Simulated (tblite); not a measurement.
Problem. What does the GFN2-xTB structure of `C1[SiH2][Si@@]([SiH3])([SiH2]C#C)S1` look like in three dimensions?

Solution. 
```
atom  x, y, z in Å
C1     3.896   -0.319    0.038
C2     2.919   -0.163   -0.645
Si3    1.410    0.077   -1.687
Si4   -0.304    0.345   -0.100
Si5   -0.129    2.232    1.273
Si6   -1.280   -1.613    0.773
C7    -2.747   -1.153   -0.373
S8    -2.238    0.406   -1.193
H9     4.753   -0.453    0.635
H10    1.322   -1.096   -2.570
H11    1.660    1.256   -2.527
H12   -0.051    3.485    0.522
H13   -1.207    2.386    2.255
H14    1.127    2.075    2.011
H15   -0.772   -2.942    0.418
H16   -1.737   -1.676    2.166
H17   -3.682   -0.958    0.148
H18   -2.950   -1.882   -1.155
```

Any rigid rotation of these coordinates is as good. Atoms count from 1 in this order. Si6 (SiH2 silicon) has angles from 84.0° to 121.3°. The 4-membered ring Si4–Si6–C7–S8 has internal angles of 81.0° to 105.0° (sum 360°, against 360° for a flat polygon); it is planar, 0.00 Å rms from its mean plane, widest ring torsion 1°. Si5 (SiH3 silicon) is distorted tetrahedral (angles from 105.9° to 115.0°). Si4 (four-coordinate silicon) has angles from 81.0° to 118.9°.

Bonds between heavy atoms (Å): C1≡C2 1.202, C2–Si3 1.850, Si3–Si4 2.351, Si4–Si5 2.340, Si4–Si6 2.356, Si6–C7 1.918, C7–S8 1.834, Si4–S8 2.223.

The geometry is computed with GFN2-xTB (gas phase).

Point group: C1 (no symmetry element, even within 0.4 Å). Its lowest GFN2-xTB frequency is 13 cm⁻¹, too small to tell a flat minimum from a shallow saddle. The numbers are those of one conformer (C2–Si3–Si4–Si5 64°). 3 starts were optimised and ended at 0.00, 0.53 and 0.56 kcal/mol (GFN2-xTB); the lowest of these is shown.

The run took 5.4 s wall on one thread, Intel Xeon at 2.50 GHz (x86_64), shared host. This is the geometry optimisation.
